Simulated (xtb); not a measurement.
B(Me)(OH)(PH2) (CH6BOP), SMILES CB(O)P. All values are semi-empirical tight-binding results from xtb (GFN2-xTB unless named), good for trends rather than for accurate numbers. Coordinates come from a GFN2-xTB optimisation. Other conformers were not sampled.

Optimised geometry:

```xyz
10

B      0.2484    -0.2783     0.2863
C      1.6580    -0.7850    -0.2472
H      1.7863    -1.8563    -0.0951
H      2.4631    -0.2927     0.2986
H      1.8144    -0.5785    -1.3030
O     -0.2199    -0.5720     1.5020
H      0.3158    -1.1157     2.0831
P     -0.8578     0.9264    -0.7188
H     -2.0672     0.4295    -0.2740
H     -0.8769     0.1942    -1.8916
```
Charge 0, spin multiplicity 1.

The geometry has at least one imaginary mode, so it is a saddle point at that level.

```json
{
  "orbital_gap": "4.34 eV",
  "static polarisability (D4 model)": "57.2 bohr³",
  "solvation energy, GFN2-xTB/ALPB(water)": "-4.1 kcal/mol",
  "solvation energy, GFN2-xTB/ALPB(chcl3)": "-5.4 kcal/mol"
}
```

Problem. Give the atomic charges and the Wiberg bond orders between heavy atoms. (The exact figures need the calculation; the answer reports its results.)

Solution. charges (e) B1 0.35, C2 -0.21, H3 0.03, H4 0.04, H5 0.04, O6 -0.43, H7 0.30, P8 -0.23, H9 0.06, H10 0.04. Bond orders B1–C2 1.01, B1–O6 1.29, B1–P8 0.99.
